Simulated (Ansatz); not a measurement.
Method: frozen-core CCSD(T)/cc-pVDZ // PBE-D3(BJ)/def2-SVP in Ansatz (a program for electronic structure). The restricted HF reference is unstable towards unrestricted orbitals.

Ansatz 0.2 input:
```yaml
crystal:
  periodic: [false, false, false]
  atoms:
    - { symbol: C, position_ang: [-2.743266, -3.361466, -0.154181] }
    - { symbol: C, position_ang: [-2.006507, -2.382513, -0.114028] }
    - { symbol: C, position_ang: [-1.141527, -1.24515, -0.066739] }
    - { symbol: C, position_ang: [0.270041, -1.429877, 0.044923] }
    - { symbol: C, position_ang: [1.163679, -0.350005, 0.095377] }
    - { symbol: Si, position_ang: [3.023566, -0.639218, 0.243258] }
    - { symbol: C, position_ang: [0.601759, 0.947608, 0.030254] }
    - { symbol: S, position_ang: [1.475647, 2.466467, 0.071818] }
    - { symbol: C, position_ang: [-0.010768, 3.37395, -0.057824] }
    - { symbol: C, position_ang: [-1.125029, 2.576825, -0.13001] }
    - { symbol: C, position_ang: [-0.806116, 1.171893, -0.081756] }
    - { symbol: C, position_ang: [-1.670061, 0.058679, -0.129374] }
    - { symbol: H, position_ang: [-3.393293, -4.224134, -0.189561] }
    - { symbol: H, position_ang: [0.652546, -2.460456, 0.09172] }
    - { symbol: H, position_ang: [3.55724, 0.007839, 1.493215] }
    - { symbol: H, position_ang: [3.277778, -2.119119, 0.287789] }
    - { symbol: H, position_ang: [3.743656, -0.033103, -0.931467] }
    - { symbol: H, position_ang: [0.035027, 4.470116, -0.072816] }
    - { symbol: H, position_ang: [-2.147597, 2.968851, -0.21524] }
    - { symbol: H, position_ang: [-2.756776, 0.202811, -0.215356] }
basis:
  gaussian: { orbitals: cc-pVDZ }
correlation:
  method: ccsd_t
```

Output:

```
Functional definition: HF
2045 factors; integrals over basis functions are off by at most 1.3e-3 eV
mean field evaluation 1: about -29103.4686 eV, gradient 3.8e1 eV
mean field evaluation 2: about -29104.0191 eV, gradient 3.8e1 eV
mean field evaluation 4: about -29109.3798 eV, gradient 7.0e0 eV
mean field evaluation 8: about -29109.5435 eV, gradient 5.0e-1 eV
mean field evaluation 16: about -29109.5454 eV, gradient 2.0e-6 eV
mean field evaluation 32: about -29086.1768 eV, gradient 6.6e0 eV
mean field -29109.54542232 eV, -1069.7560631118 hartree, gradient 2.0e-6 eV, S^2 0.000000; 0 other end points of the search recorded, 0 dependent functions left out; unrestricted orbitals would lower it
20 core orbitals not correlated
reference -29109.54542232 eV, -1069.7560631118 hartree; 29, 29 occupied and 167, 167 virtual orbitals, 2045 factors
second order -41.54657926 eV of doubles, -0.00000000 eV of singles
cycle   1  -41.48313694 eV  change    6.3e-2 eV  update   1.8e-1
cycle   2  -42.86584655 eV  change    -1.4e0 eV  update   6.0e-2
cycle   3  -43.18748782 eV  change   -3.2e-1 eV  update   2.7e-2
cycle   4  -43.19228173 eV  change   -4.8e-3 eV  update   8.5e-3
cycle   5  -43.19739350 eV  change   -5.1e-3 eV  update   4.4e-3
cycle   6  -43.19958343 eV  change   -2.2e-3 eV  update   1.3e-3
cycle   7  -43.19895594 eV  change    6.3e-4 eV  update   6.6e-4
cycle   8  -43.19895947 eV  change   -3.5e-6 eV  update   2.9e-4
cycle   9  -43.19901513 eV  change   -5.6e-5 eV  update   1.4e-4
cycle  10  -43.19893487 eV  change    8.0e-5 eV  update   5.5e-5
cycle  11  -43.19888919 eV  change    4.6e-5 eV  update   2.4e-5
perturbative correction -2.10529027 eV, -0.0773679903 hartree
Total energy: -29154.84960178 eV, -1071.4209609985 hartree
```

Cost: about 18 core-minutes (a rough figure).
